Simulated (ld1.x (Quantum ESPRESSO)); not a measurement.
Which change was made? (W, TM)

```json
{"Element": "W", "Generator": "ld1.x (Quantum ESPRESSO) 7.5", "Type": "norm-conserving Troullier–Martins (Kleinman–Bylander form)", "Functional": "PBE", "Relativity": "non-relativistic", "Frozen core": "[Kr] 4d10 4f14", "Valence charge": "14", "Reference configuration": "5s2 5p6 5d4 6s1.5 6p0 (charge +0.5)", "Partial waves": "5s (bound): rc 1.65 bohr; 5p (bound): rc 1.35 bohr; 5d (bound): rc 1.80 bohr; 5f channel at 0.1 Ry: rc 1.65 bohr", "Local potential": "the f channel", "Core correction": "none"}
```

Occupied shells without a wave of their own: 6s. They enter only through the test configuration that unscreens the potential.

Cutoffs, loose and tight: the cutoffs (Ry, on a coarse ladder) from which the occupation-weighted sum of valence levels, in a spherical-Bessel basis at the reference potential, stays within 10 and 1 mRy of its value at 400 Ry. They do not see the model core or the augmentation charge, which bear on the density cutoff. Test errors are all-electron minus pseudo excitation energies from the reference, over the configurations 5s2 5p6 5d4 6s2 6p0; 5s2 5p6 5d4 6s1 6p0; 5s2 5p6 5d4 6s0 6p0; 5s2 5p5 5d4 6s2 6p0; 5s2 5p6 5d3 6s0 6p0; 5s2 5p6 5d4 6s1 6p1; 5s2 5p6 5d5 6s0 6p0; variants that change the core or the reference have their own tests. The largest error is taken over the tests solved by every variant that gives reliable tests at all, those not shown here included: 5s2 5p5 5d4 6s2 6p0; 5s2 5p6 5d3 6s0 6p0; 5s2 5p6 5d4 6s0 6p0; 5s2 5p6 5d4 6s1 6p0; 5s2 5p6 5d4 6s2 6p0; 5s2 5p6 5d5 6s0 6p0.

The base gives: outcome: generated, misses its reference levels by 0.60 eV; cutoff, loose: 90 Ry; cutoff, tight: 120 Ry; bound ghosts: d, s; largest test error (meV): +1779.

Problem. After one change the result is: outcome: generated, misses its reference levels by 0.60 eV; cutoff, loose: 70 Ry; cutoff, tight: 100 Ry; bound ghosts: d, s; largest test error (meV): +1779. Which change was it?
A. wave 5p (bound): rc 1.35 bohr becomes 5p (bound): rc 1.52 bohr
B. wave 5p (bound): rc 1.35 bohr becomes 5p (bound): rc 0.92 bohr
C. wave 5p (bound): rc 1.35 bohr becomes 5p (bound): rc 1.96 bohr

Solution. A. The others give: wave 5p (bound): rc 1.35 bohr becomes 5p (bound): rc 1.96 bohr → outcome: generated, misses its reference levels by 0.60 eV; cutoff, loose: 55 Ry; cutoff, tight: 80 Ry; bound ghosts: d, s; largest test error (meV): +1780 | wave 5p (bound): rc 1.35 bohr becomes 5p (bound): rc 0.92 bohr → outcome: generated, misses its reference levels by 0.60 eV; cutoff, loose: 300 Ry; cutoff, tight: over 300 Ry; bound ghosts: d, s; largest test error (meV): +1779.
